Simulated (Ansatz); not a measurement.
C₂Ni, SMILES [C]1[Ni][C]1 (connectivity only; charge and spin as stated), neutral, multiplicity 3.

The structure is a stationary point at PBE0-D3(BJ)/def2-TZVP. The spin state was assumed, not searched.

Two levels are set side by side: PBE/def2-TZVPD (Ansatz, an electronic-structure program) and CAM-B3LYP/def2-TZVPD (Ansatz). Energy differences of separate SCF runs at the same geometry; the states with an electron removed or added have multiplicity 4 and 2. Differences are taken from unrounded values.

```csv
quantity,CAM-B3LYP
vertical ionisation energy (eV),9.42
vertical electron affinity (eV),2.05
```

Problem. What does PBE give, and how far is it from CAM-B3LYP? (An estimate is asked for; the answer gives what the named calculation found.)

Solution. 
| quantity | PBE | PBE minus CAM-B3LYP |
|---|---|---|
| vertical ionisation energy (eV) | 9.68 | 0.26 |
| vertical electron affinity (eV) | 1.90 | -0.15 |
